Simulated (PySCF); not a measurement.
Excitations are Tamm–Dancoff values on a coarser integration grid. The basis has no diffuse functions, so Rydberg states are missing or too high.

Z-matrix (Å, degrees):
```
Ga
O 1 1.7739
H 2 0.9599 1 113.20
O 1 1.7739 2 120.00 3 -0.02
H 4 0.9599 1 113.20 2 -179.98
O 1 1.7739 2 120.00 3 -179.98
H 6 0.9599 1 113.20 2 -0.02
```
Charge 0, multiplicity 1.

Q: What dipole moment, LUMO and T1 excitation (TDA) does PBE0-D4/def2-TZVP in PySCF 2.14.0 give?

A: 
- dipole moment = 0.00 D
- LUMO = -0.88 eV
- T1 excitation (TDA) = 6.02 eV
